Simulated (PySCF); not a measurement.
An unknown is described by computed data only.

Formula: C7H3F2O; charge +1.

| Item | Value |
| --- | --- |
| NMR, other nuclei | isotropic shieldings of nuclei other than C and H, by class: -64 (1 O), 235 (1 F), 267 (1 F) ppm [GIAO PBE0/pcSseg-1] |
| Polarisability | 79.8 au [PBE0/def2-SVPD] |
| Rotational structure | rotational constants A, B, C: 2.270, 1.037, 0.712 GHz [GFN2-xTB] |
| UV, strongest line | among the 6 lowest singlet transitions: S6 at 6.33 eV (196 nm, f = 0.245) [TDDFT PBE0/def2-SVPD] |
| 13C NMR | chemical shifts (computed TMS as zero) by class: 183.6 (1 C), 169.2 (1 C), 166.0 (1 C), 156.3 (1 C), 132.9 (1 C), 130.8 (1 C), 77.1 (1 C) ppm [GIAO PBE0/pcSseg-1] |
| UV, first state | lowest singlet excitation: 3.65 eV (340 nm, f = 0.063) [TDDFT PBE0/def2-SVPD] |
| Triplet | lowest triplet excitation (Tamm–Dancoff): 2.43 eV [TDA PBE0/def2-SVPD] |
| 1H NMR | chemical shifts (computed TMS as zero) by class: 9.10 (1 H), 8.38 (1 H), 8.28 (1 H) ppm [GIAO PBE0/pcSseg-1] |

Electronic properties: PySCF, gas phase, density fitting. Levels stand in brackets. NMR shifts are as computed; neighbouring signals can stand in another order in a measured spectrum. Geometry: GFN2-xTB; no solvent, vibrations or thermal averaging. NMR classes are plain means over equivalent atoms (diastereotopic ones count apart unless rotation or inversion swaps them), as if these changed places fast.

Task: What is the compound? Reason from the data.

Result: Numbering: `[O+:1]#[C:2][c:3]1[cH:4][c:5]([F:6])[cH:7][cH:8][c:9]1[F:10]`. 7 carbons fall into 7 classes; from least to most shielded: aromatic C–F carbon [C9] (183.6 ppm), aromatic C–F carbon [C5] (169.2 ppm), triply bonded carbon [C2] (166.0 ppm), aromatic CH carbon [C7] (156.3 ppm), aromatic CH carbon [C4] (132.9 ppm), aromatic CH carbon [C8] (130.8 ppm), substituted aromatic carbon [C3] (77.1 ppm). Hydrogen classes from least to most shielded: 1 H on an aromatic CH carbon, C7 (9.10 ppm), 1 H on an aromatic CH carbon, C8 (8.38 ppm), 1 H on an aromatic CH carbon, C4 (8.28 ppm). The other shieldings belong to: -64 ppm, oxygen bonded to C [O1]; 235 ppm, aryl fluorine [F10]; 267 ppm, aryl fluorine [F6]. S1 is mainly HOMO→LUMO (weight 0.96); the largest Löwdin shares of the orbital it empties are 0.19 on an aromatic CH carbon, 0.19 on an aromatic C–F carbon, 0.15 on an aromatic C–F carbon and 0.13 on an aryl fluorine, of the orbital it fills 0.21 on the triply bonded carbon, 0.17 on an aromatic CH carbon, 0.16 on the oxygen bonded to C and 0.12 on an aromatic CH carbon. The optimised geometry has point group Cs and is an asymmetric top. Structure: `c1(cc(ccc1F)F)C#[O+]`. The assignments are read from this structure; whether some other isomer fits the data as well wasn't checked.
